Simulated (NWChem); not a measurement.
System: SiHBr, singlet; SMILES [SiH]Br

NWChem input:

```
start job
memory heap 200 mb stack 900 mb global 1100 mb
geometry units angstroms noautosym nocenter noautoz
  Si     0.100618    -1.579925     0.000000
  H     -1.442655    -1.747775     0.000000
  Br     0.017377     0.688758     0.000000
end
basis spherical
  * library cc-pvtz
end
dft
  xc pbe0
  iterations 150
end
property
  efieldgrad
end
task dft property
```

Low-valent species are run as closed-shell singlets; no triplet was tried in these runs. Coordinates come from a PBE-D3(BJ)/def2-SVP optimisation.

Vzz is the largest principal value of the second derivative of the potential at the nucleus (NWChem prints the opposite sign); η is the asymmetry. Non-relativistic.

Atoms are numbered as in the input.

**Question.** What results follow from this input? (PBE0/cc-pVTZ.) Quantities: Vzz Br3 (a.u.); η Br3.

**Answer.** 
* **Vzz Br3 (a.u.)**: -3.097
* **η Br3**: 0.92
